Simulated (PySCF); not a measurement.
How the method changes the constants of ReC

State: ⁴Σ⁻ (quartet), unpaired electrons σ ↑, δ ↑↑. Set-up: PySCF, scalar-relativistic core potentials, basis sets Re def2-TZVPP with ECP60, C def2-TZVPP. De refers to Re (5d5 6s2) + C in their high-spin ground configurations, without counterpoise correction. The functionals are run spin-unrestricted. A positive dipole means Re(−)C(+).

```csv
Level,Re (Å),ωe (cm⁻¹),De (eV),μ (D)
ROHF,1.649,1120,n/a,-4.29
ROHF-MP2,1.705,1214,n/a,n/a
ROHF-SCS-MP2,1.704,1185,n/a,n/a
ROHF-CCSD,1.693,1048,4.76,n/a
ROHF-CCSD(T),1.711,998,5.37,n/a
LDA,1.683,1076,7.42,-3.42
PBE,1.701,1031,6.61,-3.47
TPSS,1.706,1012,6.18,-3.57
r²SCAN,1.701,1016,5.90,-3.57
TPSSh,1.699,1019,5.85,-3.63
PBE0,1.685,1044,5.71,-3.65
MN15,1.678,1086,5.79,-3.61
LC-ωPBE,1.662,1073,5.31,-3.90
```

Task: Which functional lies closest to ROHF-CCSD(T) in De, which farthest, and by how much do they differ from it?

Result: Closest is LC-ωPBE (-4.9 pm in Re, +7.5 % in ωe, -0.06 eV in De against ROHF-CCSD(T) in the same basis), farthest LDA (-2.8 pm in Re, +7.8 % in ωe, +2.05 eV in De). CCSD(T) converges more slowly with the basis than the functionals do and binds too weakly in this one, so the order can change at the basis-set limit.

Task: What does the step from GGA to meta-GGA do here, going from PBE to r²SCAN?

Result: r²SCAN less PBE: +0.0 pm in Re, -1.5 % in ωe, -0.71 eV in De. 

Task: What does a tenth of exact exchange do here, going from TPSS to TPSSh?

Result: TPSSh less TPSS: -0.7 pm in Re, +0.7 % in ωe, -0.33 eV in De. Exact exchange removes part of the self-interaction that spreads semilocal densities, and in most molecules shortens and stiffens the bond and lowers De; so it does here.

Correlated steps freeze 1 core orbital. The metal atom is held in its measured ground configuration; semilocal functionals can put another filling of s and d lower by some tenths of an eV, and De to that atom would be smaller. Spin–orbit coupling is left out, which matters for elements this heavy, above all for dissociation energies. UHF is strongly spin-contaminated for ReC, so the ROHF reference used there is far from stable. With d or f electrons several states lie close, and the lowest PBE0 determinant need not be the measured ground state.

The whole job (state search and all levels along the bond) took about 18 min on 1 thread of Intel Xeon Platinum 8259CL @ 2.50GHz (shared host), peak memory 3 GiB.
